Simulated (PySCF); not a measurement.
**State search for SeCl⁺**

Unrestricted PBE0; basis Se 6-31G(d,p), Cl 6-31G(d,p); no relativity; PySCF 2.14. Outer shells of the fragments: Se+ 3d10 4s2 4p3; Cl 3s2 3p5.

Followed along the bond (rough minima from three points):

```tsv
2Ms+1	unpaired	⟨S²⟩ at the start	R at minimum (Å)	Te (eV)
3	π ↑↑	2.01	2.05	0.00
1	π ↑↓	1.01	2.05	0.33
1	none	0.00	2.04	1.34
5	σ ↑, π ↑↑↑	6.00	none in the scan	≤ 3.38
```

Solutions found at the starting distance of 2.185 Å, counted from the lowest of them; the search is not exhaustive and high or unbound solutions are not listed, so other states can lie among these:

| 2Ms+1 | unpaired | term | E (eV) | ⟨S²⟩ | ⟨Lz²⟩ | μ (D) |
| --- | --- | --- | --- | --- | --- | --- |
| 3 | π ↑↑ | ³Σ⁻ | 0.00 | 2.01 | 0.00 | -1.03 |
| 1 | π ↑↓ | mixed | 0.34 | 1.01 | 2.01 | -0.84 |
| 1 | none | mixed | 1.36 | 0.00 | 2.00 | -0.41 |
| 3 | π ↑↑ | mixed | 3.21 | 2.01 | 2.01 | 2.45 |
| 3 | σ ↑, π ↑ | mixed | 3.38 | 2.35 | 1.01 | -0.29 |
| 1 | σ ↓, π ↑ | mixed | 3.74 | 1.25 | 1.01 | -0.28 |

A term symbol is given only where ⟨S²⟩ and ⟨Lz²⟩ are close to those of a pure state; real π, δ and φ orbitals otherwise mix terms. A positive dipole points towards Cl; it is taken about the centre of mass and depends on that origin.

Spin–orbit coupling is left out. Counting both spins, an empty level lies below a filled one in some of these solutions, because spin and occupation are held.
